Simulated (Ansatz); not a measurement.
Start from `CCSBF` and change one atom or group to get `CBSCC`.

Ansatz, PBE0-D4/def2-TZVP geometries, multiplicity 1. Each molecule was computed in one conformer, which needn't be the lowest.

```csv
property,`CCSBF`
HOMO energy (ωB97M-V/def2-TZVPP) / eV,-9.83
LUMO energy (PBE/def2-TZVPP) / eV,-1.46
HOMO–LUMO gap (ωB97M-V/def2-TZVPP) / eV,11.26
HOMO energy (PBE0/def2-TZVPP) / eV,-7.66
size of the dipole moment (B3LYP/def2-TZVPP) / D,2.56
HOMO–LUMO gap (PBE/def2-TZVPP) / eV,5.02
```

Problem. Give the same properties after the change, and the shifts. (Estimate.)

Solution. The calculation gave: 
| property | `CBSCC` | shift |
| --- | --- | --- |
| HOMO energy (ωB97M-V/def2-TZVPP) / eV | -9.59 | 0.24 |
| LUMO energy (PBE/def2-TZVPP) / eV | -1.55 | -0.09 |
| HOMO–LUMO gap (ωB97M-V/def2-TZVPP) / eV | 10.89 | -0.37 |
| HOMO energy (PBE0/def2-TZVPP) / eV | -7.40 | 0.26 |
| size of the dipole moment (B3LYP/def2-TZVPP) / D | 1.21 | -1.35 |
| HOMO–LUMO gap (PBE/def2-TZVPP) / eV | 4.72 | -0.30 |

With PBE0 the HOMO rises by 0.26 eV and the LUMO falls by 0.10 eV, so the gap narrows by about 0.36 eV. PBE moves the HOMO by 0.21 eV and ωB97M-V by 0.24 eV. Dipoles are sizes alone; their direction can turn.

Positive LUMOs are unbound, so they and the gaps depend on the basis.

B3LYP here is the variant with VWN-RPA as its local correlation; programs differ in this.
